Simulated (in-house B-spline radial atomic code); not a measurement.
How numerical settings move a run on neutral tin, [Kr] 4d10 5s2 5p2. Computed with an all-electron radial atomic-structure program (B-spline basis): Dirac-Hartree-Fock, average of configuration, Fermi nucleus of rms radius 4.6519 fm.

Command:
```bash
python run_scf.py task.json out
```
Settings of the sound reference run:
```
Z                50
electrons        50
configuration    [Kr] 4d10 5s2 5p2
hamiltonian      dirac
method           hf
spin_polarised   False
nucleus          fermi
rms_radius       4.6519
mass_number      120
atomic_mass      119.9022
speed_of_light   137.036
knot_spacing     0.22
spline_order     8
gauss_points     12
box_radius       50
max_iterations   70
damping          0.5
damped_steps     3
diis_vectors     10
tolerance        1e-08
start            Thomas-Fermi
```

Cost of the run: 2.3 s on 1 thread of Arm Neoverse N1 (shared host).

It converges in 10 iterations to -6176.130205 hartree, with 5p3/2 at -6.56805 eV. The other runs change the listed settings, some to values that make no sense; their results aren't properties of the atom or ion. Radii are in bohr (the nuclear one in fm), a minus after a letter asks for a j subshell, and «unchanged» means within 1e-8 hartree. The run stops when the residual is below 10 × tolerance × max(1, Z/10), or a noise floor if that is larger, and the energy moves by less than 1e-8 × √|E| hartree; so very loose and very tight tolerances often act alike.

```tsv
changed settings	outcome
damping = 0	converged in 11 iterations, energy unchanged, 5p3/2 level +3.1e-06 eV
gauss_points = 4	converged in 10 iterations, energy +1.25e-06 hartree from the reference
knot_spacing = 0.1, spline_order = 4, max_iterations = 60, diis_vectors = 0	converged in 22 iterations, energy +2.45e-05 hartree from the reference, 5p3/2 level +1.1e-05 eV
electrons = 51, configuration = [Kr] 4d10 5s2 5p2 6p-1, max_iterations = 100	converged in 10 iterations to -6176.1261 hartree, a different physical problem (warning: 6p1/2 has a positive eigenvalue: unbound, held by the box)
gauss_points = 5	converged in 10 iterations, energy -2.83e-08 hartree from the reference
gauss_points = 16	converged in 10 iterations, energy unchanged
damping = 0.8	converged in 11 iterations, energy unchanged, 5p3/2 level +1.4e-06 eV
spin_polarised = True	stopped with error: spin polarisation is not served with the Dirac Hamiltonian
tolerance = 1e-06	converged in 8 iterations, energy unchanged, 5p3/2 level +2.1e-04 eV
tolerance = 1e-13	converged in 11 iterations, energy unchanged, 5p3/2 level +1.8e-06 eV
max_iterations = 2, damping = 0.95, diis_vectors = 20, tolerance = 0.0001	not converged after 2 iterations, last residual 1.4e-01, last energy +7.02e-01 hartree from the reference
damping = 0.2	converged in 10 iterations, energy unchanged, 5p3/2 level +3.0e-06 eV
```

**Question.** What happens with spline_order = 4, max_iterations = 50, damping = 0, damped_steps = 8, tolerance = 1e-13?

**Answer.** Converged in 15 iterations, energy +3.35e-03 hartree from the reference, 5p3/2 level -1.7e-05 eV.

**Question.** What happens with damping = 0.95?

**Answer.** Converged in 11 iterations, energy unchanged, 5p3/2 level +8.7e-06 eV.

**Question.** What happens with spline_order = 3, first_knot = 0.02, max_iterations = 60, start = bare nucleus?

**Answer.** Converged in 12 iterations, energy -3.91e+03 hartree from the reference, 5p3/2 level +3.4e-01 eV.

**Question.** What happens with electrons = 51, configuration = [Kr] 4d10 5s2 5p2 2f1, max_iterations = 50?

**Answer.** Stopped with error: there is no 2f shell.
